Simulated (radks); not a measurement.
The numbers below are computed, except where a source is named.
Task: Orbital eigenvalues (eV) of neutral mercury, [Hg], of relativity; Dirac values are averaged over j with weights 2j + 1. Spin-unpolarised spherical Kohn-Sham, BLYP, point nucleus unless stated (finite: rms radius 5.4648 fm), a radial shooting solver on a logarithmic mesh with Libxc functionals. A level marked "c x" has the speed of light scaled by that factor.

| shell | non-rel. |
|---|---|
| 2p | -12082 |
| 3s | -2956.6 |
| 3p | -2730.6 |
| 3d | -2308.8 |
| 4s | -632.64 |
| 4p | -534.60 |
| 4d | -354.07 |
| 4f | -111.23 |
| 5s | -92.826 |
| 5p | -61.188 |
| 5d | -11.946 |
| 6s | -5.2755 |

Give the values at the level "Dirac, finite nucleus".

Result: 
shell  Dirac, finite nucleus  change of magnitude (%)
2p                    -12810                    +6.03
3s                   -3487.7                   +17.97
3p                   -2932.8                    +7.40
3d                   -2288.9                    -0.86
4s                   -766.40                   +21.14
4p                   -582.12                    +8.89
4d                   -347.64                    -1.82
4f                   -95.415                   -14.22
5s                   -117.74                   +26.84
5p                   -67.576                   +10.44
5d                   -9.7436                   -18.44
6s                   -6.7949                   +28.80
